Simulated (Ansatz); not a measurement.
Start from `N[CH2][GaH2]` and change one atom or group to get `B[CH2][GaH2]`.

Ansatz, PBE0-D4/def2-TZVP geometries, multiplicity 1. Each molecule was computed in one conformer, which needn't be the lowest.

Scalar relativity is left out up to krypton.

```json
{"property": "zero-point energy (PBE0-D4/def2-TZVP) / kJ/mol", "`N[CH2][GaH2]`": "175.1"}
{"property": "size of the dipole moment (PBE/def2-TZVPP) / D", "`N[CH2][GaH2]`": "1.44"}
{"property": "size of the dipole moment (B3LYP/def2-TZVPP) / D", "`N[CH2][GaH2]`": "1.44"}
{"property": "HOMO energy (PBE0/def2-TZVPP) / eV", "`N[CH2][GaH2]`": "-6.71"}
{"property": "LUMO energy (PBE0/def2-TZVPP) / eV", "`N[CH2][GaH2]`": "-1.39"}
{"property": "HOMO–LUMO gap (ωB97M-V/def2-TZVPP) / eV", "`N[CH2][GaH2]`": "9.36"}
```

Task: What does the change do to each property? (Best estimate.)

Result: Computed: 
| property | `B[CH2][GaH2]` | shift |
| --- | --- | --- |
| zero-point energy (PBE0-D4/def2-TZVP) / kJ/mol | 157.9 | -17.2 |
| size of the dipole moment (PBE/def2-TZVPP) / D | 1.38 | -0.06 |
| size of the dipole moment (B3LYP/def2-TZVPP) / D | 1.28 | -0.16 |
| HOMO energy (PBE0/def2-TZVPP) / eV | -8.22 | -1.51 |
| LUMO energy (PBE0/def2-TZVPP) / eV | -2.14 | -0.75 |
| HOMO–LUMO gap (ωB97M-V/def2-TZVPP) / eV | 9.99 | 0.63 |

With PBE0 the HOMO falls by 1.51 eV and the LUMO falls by 0.75 eV, so the gap widens by about 0.76 eV. PBE moves the HOMO by -1.84 eV and ωB97M-V by -1.29 eV. Dipoles are sizes alone; their direction can turn.

Positive LUMOs are unbound, so they and the gaps depend on the basis.

B3LYP here is the variant with VWN-RPA as its local correlation; programs differ in this.
